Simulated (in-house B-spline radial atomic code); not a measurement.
Total energies of neutral atoms against the large-Z expansion E = -0.768745 Z^(7/3) + Z²/2 - 0.269900 Z^(5/3) hartree (Thomas-Fermi, Scott, and Dirac-Schwinger terms). The Hartree-Fock values are computed with an all-electron radial atomic-structure program (B-spline basis): non-relativistic, point nucleus, average of the ground configuration.

| atom | Thomas-Fermi | three terms | Hartree-Fock | three terms less HF |
| --- | --- | --- | --- | --- |
| Te | -7758.72 | -6602.25 | -6611.763 | 9.51 |
| I | -8111.34 | -6908.68 | -6917.981 | 9.30 |
| Xe | -8472.95 | -7223.17 | ? | ? |
| Cs | -8843.59 | -7545.78 | -7553.934 | 8.16 |
| Ba | -9223.33 | -7876.56 | -7883.544 | 6.98 |
| La | -9612.22 | -8215.57 | -8221.067 | 5.49 |
| Ce | -10010.31 | -8562.87 | -8566.848 | 3.98 |
| Pr | -10417.66 | -8918.50 | ? | ? |
| Nd | -10834.33 | -9282.52 | -9283.700 | 1.18 |
| Pm | -11260.35 | -9654.98 | -9654.864 | -0.11 |

(1) What is the Hartree-Fock energy of Pr?

(2) What is the Hartree-Fock energy of Xe?

(3) How good is each level?

Results:

(1) -8921.063 hartree; the three-term formula lies 2.56 hartree (0.03 %) above it.

(2) -7232.138 hartree; the three-term formula lies 8.97 hartree (0.12 %) above it.

(3) Over these atoms Thomas-Fermi alone overbinds by 16.6 to 17.3 %, and the three-term formula is within 0.15 %; what remains oscillates with the shell structure.
